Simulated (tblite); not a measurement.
Task: What does the GFN2-xTB structure of `C(#C)C(=C)C/C(=C/F)C#CC` look like in three dimensions?

Result: 
```
atom  x, y, z in Å
C1    -3.0190    1.9311   -0.0254
C2    -2.4197    0.9146    0.1952
C3    -1.7072   -0.2924    0.4007
C4    -1.6257   -0.8611    1.5997
C5    -1.0275   -0.8484   -0.8281
C6     0.1673    0.0123   -1.1552
C7     1.3114   -0.1519   -0.3427
C8     2.2785   -0.3025    0.3565
C9     3.4420   -0.4712    1.1936
C10    0.1132    0.9135   -2.1334
F11    1.1453    1.7231   -2.4329
H12   -3.5458    2.8221   -0.1963
H13   -1.0794   -1.7766    1.7500
H14   -2.1028   -0.4297    2.4630
H15   -0.7011   -1.8712   -0.6320
H16   -1.7238   -0.8432   -1.6693
H17    4.0740   -1.2671    0.7989
H18    3.1383   -0.7305    2.2079
H19    4.0162    0.4547    1.2196
H20   -0.7394    1.0849   -2.7730
```

Any rigid rotation of these coordinates is as good. Atoms count from 1 in this order. The C–C distances run from 1.200 Å (C1≡C2, drawn triple) to 1.510 Å (C3–C5, drawn single), a spread of 0.310 Å. Of the pairs four or more bonds apart, H13···H15 is among the closest relative to their van der Waals radii: 2.41 Å, 101 % of the sum of Bondi's values.

Bonds between heavy atoms (Å): C1≡C2 1.200, C2–C3 1.417, C3=C4 1.330, C3–C5 1.510, C5–C6 1.508, C6–C7 1.413, C7≡C8 1.203, C8–C9 1.443, C6=C10 1.331, C10–F11 1.346.

Computed geometry: GFN2-xTB, gas phase.

Point group: C1 (no symmetry element, even within 0.4 Å). Its GFN2-xTB frequencies are all real (lowest 16 cm⁻¹). One conformer, not necessarily the lowest (C2–C3–C5–C6 73°, C3–C5–C6–C7 76°). 3 starts were optimised and ended at 0.00, 0.39 and 0.68 kcal/mol (GFN2-xTB); the lowest of these is shown.
